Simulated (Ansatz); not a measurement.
Cartesian coordinates in Å:
```
C -0.565 0.839 -0.683
C 0.545 0.167 0.115
B 0.188 -1.211 0.748
F -0.995 -1.783 0.598
F 1.067 -1.884 1.475
H -0.237 1.795 -1.096
H -0.892 0.212 -1.515
H -1.442 1.030 -0.061
H 0.896 0.818 0.926
H 1.437 0.016 -0.507
```

Charge 0, multiplicity 1.

(1) List the CAM-B3LYP/def2-TZVPP orbital energies in eV (the Gaussian-basis code of Ansatz). (Best estimate.)

Answers

(1) Ansatz gave: Occupied: -674.01, -673.96, -278.74, -278.70, -188.19, -35.91, -35.05, -23.29, -19.55, -17.71, -16.54, -15.60, -15.54, -14.05, -13.91, -13.70, -13.16, -12.16, -11.50, -10.92. Lowest empty: 1.40, 1.47, 2.61, 3.07, 3.10, 3.97, 4.57, 4.73.
